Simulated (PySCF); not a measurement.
Unknown compound

Molecular formula: C6H7Cl3. Simulated spectra:

¹H NMR (600 MHz, computed): δ 4.09 (m, 1H), 3.47 (m, 1H), 2.79 (m, 1H), 2.31 (m, 1H), 2.30 (m, 1H), 2.20 (m, 1H), 2.12 (m, 1H).

¹³C{¹H} NMR (computed): δ 74.7 (CH), 71.3 (C), 60.9 (CH), 51.1 (CH), 49.2 (CH2), 42.7 (CH2).

PySCF 2.14.0 with density-fitted response routines calculation with geometry: GFN2-xTB and σ from GIAO-PBE0/pcSseg-1; single conformer, no solvent, non-relativistic.

Scale: TMS for ¹H (31.72 ppm) and ¹³C (186.93 ppm) (reference shieldings calculated alike).

Problem. Deduce the structure.

Solution. 
Rings plus π bonds: 2 (2 rings in the answer). 6 carbon signals for 6 carbons: no two carbons are equivalent. Carbon types of the structure: 1 × C, 3 × CH, 2 × CH2, which accounts for all hydrogens. δC 74.7, 60.9: sp3 CH bonded to Cl; pulled downfield by the heteroatom. δC 71.3: fully substituted sp3 carbon bonded to Cl; deshielded by the electronegative neighbour. δC 51.1: sp3 CH in a ring; aliphatic region, no heteroatom directly attached. δC 49.2, 42.7: sp3 CH2 in a ring; a saturated carbon with 2 carbon neighbours and no heteroatom attached. δH 4.09, 3.47: hydrogen on an sp3 CH bonded to Cl; its carbon carries Cl, hence the downfield position. δH 2.79, 2.30, 2.20, 2.12: hydrogen on an sp3 CH2 in a ring. δH 2.31: hydrogen on an sp3 CH in a ring.

The compound is SMILES Cl[C@@H]1C[C@]2(Cl)C[C@H]1[C@H]2Cl.

This is the structure that produced the data.

Carbons that carry Cl, above all several Cl atoms, come out too deshielded, partly because spin–orbit coupling is missing. Shifts are as computed. Against solution values, carbons near 30 ppm lie about +3 ppm off and those near 130 ppm about +5 ppm; carbons on Cl a further +6 ppm. Of 1211 compounds with measured shifts, 218 miss one by over three times the rms of a fit or turn the order of signals round; such compounds aren't used in these exercises. Multiplicities follow the n + 1 count of equivalent neighbours, as no J values were calculated; m marks all less simple cases, F and P coupling included.
